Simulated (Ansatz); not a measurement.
The cluster Li5Al3. Charge 0, multiplicity 1. Geometry relaxed at r2SCAN-D4/def2-SVP.

```xyz
8

Al    0.653   -0.623   -0.004
Al    0.669    1.774    0.886
Al   -1.597    0.757   -0.067
Li   -0.933   -0.704   -2.221
Li   -1.745   -1.894    0.351
Li    1.578   -2.885   -0.735
Li    2.968    0.342    0.920
Li   -1.594    3.233    0.870
```

The restricted singlet is unstable towards broken spin symmetry in Hartree–Fock (as tested in another run); at r2SCAN-D4/def2-SVP this wasn't settled. Another isomer (singlet) lies 0.03 eV lower at PBE0-D4/def2-TZVP; other spin states weren't run for this one.

Task: Estimate the harmonic wavenumbers at RKS r2SCAN-D4/def2-SVP (Ansatz, unscaled). Is this a minimum?

Result: 25, 70, 80, 94, 95, 173, 185, 206, 209, 257, 262, 285, 311, 341, 352, 386, 392, 430 cm⁻¹. Yes, no mode is imaginary beyond noise. Zero-point energy 24.8 kJ/mol. Run time 75 s (4 threads of Arm Neoverse V2 on a shared host).
